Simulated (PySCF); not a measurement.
Compound: H8O2Si3.
SMILES with atom numbers: `[SiH3:1][O:2][SiH2:3][O:4][SiH3:5]` (hydrogens: H6, H7, H8 on Si1; H9, H10 on Si3; H11, H12, H13 on Si5)

The same species was optimised twice, with GFN2-xTB and with PBE0-D3(BJ)/def2-SVP (PySCF), and the same property calculations (PySCF, gas phase) were run on both structures.

```
       coordinate  GFN2-xTB  PBE0-D3(BJ)/def2-SVP  change
       O4–Si5 (Å)     1.620                 1.657  +0.037
       Si1–O2 (Å)     1.620                 1.657  +0.037
       Si3–O4 (Å)     1.616                 1.649  +0.033
       O2–Si3 (Å)     1.616                 1.649  +0.033
      Si3–H10 (Å)     1.454                 1.487  +0.033
       Si3–H9 (Å)     1.454                 1.486  +0.032
      Si5–H12 (Å)     1.464                 1.495  +0.031
       Si1–H7 (Å)     1.464                 1.495  +0.031
      Si5–H13 (Å)     1.463                 1.493  +0.030
       Si1–H8 (Å)     1.463                 1.493  +0.030
       Si1–H6 (Å)     1.460                 1.490  +0.030
      Si5–H11 (Å)     1.461                 1.490  +0.029
   H9–Si3–H10 (°)     118.1                 111.6    -6.5
   O4–Si5–H11 (°)     103.1                 108.5    +5.4
    O2–Si1–H6 (°)     103.1                 108.5    +5.4
    H6–Si1–H7 (°)     112.6                 109.4    -3.2
  H11–Si5–H12 (°)     112.5                 109.5    -3.0
  H11–Si5–H13 (°)     112.5                 109.6    -2.9
    H6–Si1–H8 (°)     112.4                 109.6    -2.8
   Si3–O4–Si5 (°)     151.4                 149.2    -2.2
Si1–O2–Si3–O4 (°)         5                    12      +7
O2–Si3–O4–Si5 (°)         5                     9      +4
```

Rotational constants: A = 3495, B = 1489, C = 1085 MHz (GFN2-xTB) against A = 3288, B = 1463, C = 1051 MHz (PBE0-D3(BJ)/def2-SVP). Point groups within 0.08 Å: C2 and C2. Atoms that the bonding makes alike are paired by their places after alignment.

On the GFN2-xTB structure: lowest singlet, TDDFT (eV) 7.44 [wB97X-D/def2-SVPD]; lowest triplet, Tamm–Dancoff (eV) 7.20 [wB97X-D/def2-SVPD]; isotropic polarisability (au) 79.8 [wB97X-D/def2-SVPD]; HOMO (eV) -10.28 [wB97X-D/def2-SVPD]; LUMO (eV) 1.53 [wB97X-D/def2-SVPD]; dipole (D) 0.65 [wB97X-D/def2-SVPD]; HOMO (eV) -8.39 [PBE0/pcSseg-1]; LUMO (eV) 0.01 [PBE0/pcSseg-1]; dipole (D) 0.88 [PBE0/pcSseg-1]; GIAO shielding of Si1/Si5 (mean) (ppm) 393.2 [PBE0/pcSseg-1]; GIAO shielding of O2/O4 (mean) (ppm) 295.2 [PBE0/pcSseg-1]; GIAO shielding of Si3 (ppm) 393.6 [PBE0/pcSseg-1].

Q: What do these properties become on the PBE0-D3(BJ)/def2-SVP structure?

A: 
```csv
property,level,on GFN2-xTB,on PBE0-D3(BJ)/def2-SVP,change
"lowest singlet, TDDFT (eV)",wB97X-D/def2-SVPD,7.44,7.42,-0.02
"lowest triplet, Tamm–Dancoff (eV)",wB97X-D/def2-SVPD,7.20,7.18,-0.02
isotropic polarisability (au),wB97X-D/def2-SVPD,79.8,83.7,+3.9
HOMO (eV),wB97X-D/def2-SVPD,-10.28,-10.31,-0.03
LUMO (eV),wB97X-D/def2-SVPD,1.53,1.52,-0.01
dipole (D),wB97X-D/def2-SVPD,0.65,0.50,-0.15
"energy, GFN2-xTB geometry as zero (kcal/mol)",wB97X-D/def2-SVPD,0.0,-6.0,-6.0
HOMO (eV),PBE0/pcSseg-1,-8.39,-8.44,-0.05
LUMO (eV),PBE0/pcSseg-1,0.01,0.04,+0.03
dipole (D),PBE0/pcSseg-1,0.88,0.67,-0.21
"energy, GFN2-xTB geometry as zero (kcal/mol)",PBE0/pcSseg-1,0.0,-4.9,-4.9
GIAO shielding of Si1/Si5 (mean) (ppm),PBE0/pcSseg-1,393.2,390.9,-2.3
GIAO shielding of O2/O4 (mean) (ppm),PBE0/pcSseg-1,295.2,294.2,-1.0
GIAO shielding of Si3 (ppm),PBE0/pcSseg-1,393.6,391.0,-2.6
```

The heavy atoms differ by 0.045 Å rms after alignment. Among all bonds Si1–O2 and O4–Si5 change most and about equally (+0.037 Å). Changes are differences of the printed values. Neither structure is proved a minimum here.

The values belong to the conformer `[SiH3:1][O:2][SiH2:3][O:4][SiH3:5]`: Si1–O2–Si3–O4 12°, O2–Si3–O4–Si5 9°.

wB97X-D is run here without its empirical dispersion term; that term would change no orbital, density or response property at a fixed geometry.
